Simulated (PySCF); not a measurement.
Assignment exercise: C$_{5}$H$_{7}$NO

Structure with atom numbers: `[CH3:1][CH2:2][C:3](=[O:4])[CH2:5][C:6]#[N:7]`. Hydrogens are named by the atom that carries them.

[PySCF: coordinates at the GFN2-xTB level; shieldings: GIAO PBE0/pcSseg-1; no relativistic terms; rapidly exchanging positions averaged; single conformer; in vacuum]

Chemical shifts δ = σref − σ; ¹³C (186.93 ppm), ¹H (31.72 ppm) vs TMS, all at this level.

(1) Assign these signals to the numbered atoms. ¹³C{¹H} NMR (computed): δ 205.6 (C), 120.3 (C), 37.4 (CH2), 33.3 (CH2), 9.1 (CH3).

(2) Assign these signals to the numbered atoms. ¹H NMR (300 MHz, computed): δ 3.14 (s, 2H), 2.92 (q, 2H), 1.13 (t, 3H).

Results:

(1) 
205.6 → C3, ketone carbonyl carbon: the double bond to the heteroatom, with no lone-pair donor beside it, deshields it most
120.3 → C6, nitrile carbon: typical of a nitrile
37.4 → C2, sp3 CH2 α to a carbonyl: the adjacent C=O deshields it moderately
33.3 → C5, sp3 CH2 α to a carbonyl
9.1 → C1, methyl carbon: saturated and bonded to C and H only

(2) 
3.14 → H(C5), hydrogen on an sp3 CH2 α to a carbonyl: α to C=O
2.92 → H(C2), hydrogen on an sp3 CH2 α to a carbonyl
1.13 → H(C1), hydrogen on a methyl carbon

Shifts are as computed. Against solution values, carbons near 30 ppm lie about +3 ppm off and those near 130 ppm about +5 ppm. Of 1211 compounds with measured shifts, 218 miss one by over three times the rms of a fit or turn the order of signals round; such compounds aren't used in these exercises. No couplings were computed; multiplicities are counted from neighbouring protons, with m where these are inequivalent, close in shift, in a saturated or five-membered ring or joined by F or P, and br s for small geminal =CH2 splittings.
